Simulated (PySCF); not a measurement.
2,6-difluoropyridine, C₅H₃F₂N.
Bonds: F1–C2, C2–C3 (aromatic), C3–C4 (aromatic), C4–C5 (aromatic), C5–C6 (aromatic), C6–F7, C6–N8 (aromatic), C2–N8 (aromatic). Hydrogens: H9 on C3; H10 on C4; H11 on C5.

The same species was optimised twice, with GFN2-xTB and with PBE0-D3(BJ)/def2-SVP (PySCF), and the same property calculations (PySCF, gas phase) were run on both structures.

```tsv
coordinate	GFN2-xTB	PBE0-D3(BJ)/def2-SVP	change
C6–F7 (Å)	1.333	1.322	-0.011
F1–C2 (Å)	1.333	1.322	-0.011
C3–C4 (Å)	1.386	1.393	+0.007
C4–C5 (Å)	1.386	1.393	+0.007
C2–C3 (Å)	1.386	1.393	+0.007
C5–C6 (Å)	1.386	1.392	+0.006
C2–N8 (Å)	1.314	1.312	-0.002
C6–N8 (Å)	1.314	1.312	-0.002
C5–C6–F7 (°)	119.5	119.0	-0.5
F1–C2–C3 (°)	119.6	119.0	-0.6
F7–C6–N8 (°)	115.7	116.3	+0.6
F1–C2–N8 (°)	115.7	116.2	+0.5
C2–C3–C4 (°)	116.9	116.5	-0.4
C2–N8–C6 (°)	117.0	117.4	+0.4
C4–C5–C6 (°)	116.9	116.5	-0.4
C3–C4–C5 (°)	119.7	120.0	+0.3
```

Rotational constants: A = 3754, B = 1908, C = 1265 MHz (GFN2-xTB) against A = 3762, B = 1910, C = 1267 MHz (PBE0-D3(BJ)/def2-SVP). Point groups within 0.08 Å: C2v and C2v.

On the GFN2-xTB structure: HOMO (eV) -7.82 [PBE0/pcSseg-1]; LUMO (eV) -1.28 [PBE0/pcSseg-1]; dipole (D) 3.85 [PBE0/pcSseg-1]; GIAO shielding of F1/F7 (mean) (ppm) 236.8 [PBE0/pcSseg-1]; GIAO shielding of C2/C6 (mean) (ppm) 14.4 [PBE0/pcSseg-1]; GIAO shielding of C3/C5 (mean) (ppm) 76.3 [PBE0/pcSseg-1]; GIAO shielding of C4 (ppm) 36.7 [PBE0/pcSseg-1]; GIAO shielding of N8 (ppm) -17.1 [PBE0/pcSseg-1].

Task: What do these properties become on the PBE0-D3(BJ)/def2-SVP structure?

Result: 
```
                                    property          level  on GFN2-xTB  on PBE0-D3(BJ)/def2-SVP  change
                                   HOMO (eV)  PBE0/pcSseg-1        -7.82                    -7.75   +0.07
                                   LUMO (eV)  PBE0/pcSseg-1        -1.28                    -1.24   +0.04
                                  dipole (D)  PBE0/pcSseg-1         3.85                     3.73   -0.12
energy, GFN2-xTB geometry as zero (kcal/mol)  PBE0/pcSseg-1          0.0                      0.0     0.0
        GIAO shielding of F1/F7 (mean) (ppm)  PBE0/pcSseg-1        236.8                    239.3    +2.5
        GIAO shielding of C2/C6 (mean) (ppm)  PBE0/pcSseg-1         14.4                     15.2    +0.8
        GIAO shielding of C3/C5 (mean) (ppm)  PBE0/pcSseg-1         76.3                     74.7    -1.6
                  GIAO shielding of C4 (ppm)  PBE0/pcSseg-1         36.7                     34.7    -2.0
                  GIAO shielding of N8 (ppm)  PBE0/pcSseg-1        -17.1                    -13.2    +3.9
```

The heavy atoms differ by 0.006 Å rms after alignment. Among bonds between heavy atoms F1–C2 and C6–F7 change most and about equally (-0.011 Å). Changes are differences of the printed values. Neither structure is proved a minimum here.
